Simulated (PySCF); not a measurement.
**Heteronuclear NMR**

Atoms are numbered as in `[CH3:1][c:2]1[n:3][cH:4][n:5][n:6][c:7]1[F:8]`. Hydrogens are named by the atom that carries them.

PySCF calculation with coordinates at the GFN2-xTB level and σ from GIAO-PBE0/pcSseg-1; fast rotation and ring inversion assumed for equivalent nuclei, a single conformation, no solvent, no relativistic terms.

**Question.** Where does 19F resonate?

**Answer.** 
| atoms | environment | σ (ppm) | δ (ppm) |
| --- | --- | --- | --- |
| F8 | aryl fluorine | 263.1 | -91.4 |

Shieldings were converted by a linear fit to measured shifts: 19F: δ = 146.13 − 0.903σ +14.6 on sp3 carbon (rms 6.0 ppm, 223 shifts, 7.0 ppm with the 5 outliers that the fit left out vs CFCl3, solution or neat liquid). A few per cent of atoms miss by over 2 rms, more outside the fitted compound classes.

On a 300 MHz spectrometer 19F resonates near 282.3 MHz, so 1 ppm is 282.3 Hz.

**Question.** What are the 15N shifts?

**Answer.** 
| atoms | environment | σ (ppm) | δ (ppm) |
| --- | --- | --- | --- |
| N6 | pyridine-type ring nitrogen | -160.3 | -0.4 |
| N5 | pyridine-type ring nitrogen | -157.8 | -2.6 |
| N3 | pyridine-type ring nitrogen | -81.9 | -72.6 |

Shieldings were converted by a linear fit to measured shifts: 15N: δ = -148.07 − 0.921σ (rms 6.3 ppm, 71 shifts vs CH3NO2, solution or neat liquid). A few per cent of atoms miss by over 2 rms, more outside the fitted compound classes.

On a 500 MHz spectrometer 15N resonates near 50.7 MHz, so 1 ppm is 50.7 Hz.
